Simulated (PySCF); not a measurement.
A GIAO shielding run with PySCF 2.14 (density fitting, non-relativistic, gas phase) on `[Br][GeH2][Br]`, Br2GeH2:

```
{"job": {"kind": "nmr", "xc": "B3LYP", "basis": {"default": "pcSseg-1", "Ge": "pcSseg-2"}, "pop": false}, "charge": 0, "multiplicity": 1}
Ge    -0.167330     0.001530    -0.114462
Br    -0.140896    -0.023837     2.184891
Br     1.991535     0.010474    -0.899345
H     -0.842976     1.297215    -0.571774
H     -0.840332    -1.285392    -0.599311
```

Hardware: 1 thread of an Arm Neoverse V2, shared host.

Task: How large is the calculation?

Result: 104 electrons, 155 basis functions and 933 auxiliary functions.

Task: How long does it take?

Result: 13 s of wall time, with 12 SCF cycles and 4 response iterations. Times on a shared host scatter by some tens of per cent.

Task: And these other runs on the same molecule and hardware: GIAO shielding at PBE/pcSseg-1 (pcSseg-2 on Ge); GIAO shielding at PBE0/pcSseg-1 (pcSseg-2 on Ge); spin–spin coupling at PBE/pcJ-1 (pcSseg-1 on Br, pcSseg-1 on Ge)?

Result: PBE/pcSseg-1 (pcSseg-2 on Ge): 155 functions, 15 s; PBE0/pcSseg-1 (pcSseg-2 on Ge): 155 functions, 15 s; PBE/pcJ-1 (pcSseg-1 on Br, pcSseg-1 on Ge): 143 functions, 12 s.
